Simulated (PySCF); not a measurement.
Energy of Nb⁺ (niobium, charge +1) between two integer charges

The 4d alpha orbital of [Kr] 4d4 is emptied in steps (occupation f), with all orbitals relaxed, ending at [Kr] 4d3. Calculation: PySCF 2.14, in aug-cc-pVTZ-PP with ECP28MDF (6s6p5d3f2g, 88 functions); scalar relativity through the core potential. The exact energy is a straight line in f; departures are measured from the line between the end points of the same method.

| f | PBE0 (eV) | LC-wPBE (eV) |
| --- | --- | --- |
| 1 | 0.000 | 0.000 |
| 0.9 | -0.290 | -0.044 |
| 0.7 | -0.689 | -0.107 |
| 0.5 | -0.827 | -0.130 |
| 0.3 | -0.699 | -0.111 |
| 0.1 | -0.301 | -0.048 |
| 0 | 0.000 | 0.000 |

```tsv
method	E(f=0) − E(f=1) (eV)	−ε at f=1 (eV)	−ε at f=0.5 (eV)
PBE0	14.328	11.171	14.298
LC-wPBE	14.163	13.693	14.151
```

Orbital energy along the path (eV):

```
  f     PBE0  LC-wPBE
  1  -11.171  -13.693
0.9  -11.704  -13.759
0.7  -12.979  -13.942
0.5  -14.298  -14.151
0.3  -15.639  -14.368
0.1  -16.999  -14.588
  0  -17.687  -14.703
```

Reference removal energy between the ground levels: 14.32 eV (semi-empirical (NIST evaluation); NIST Atomic Spectra Database, ionization energies). The calculation has no spin-orbit coupling. The determinant left behind need not be the lowest term of the ion.
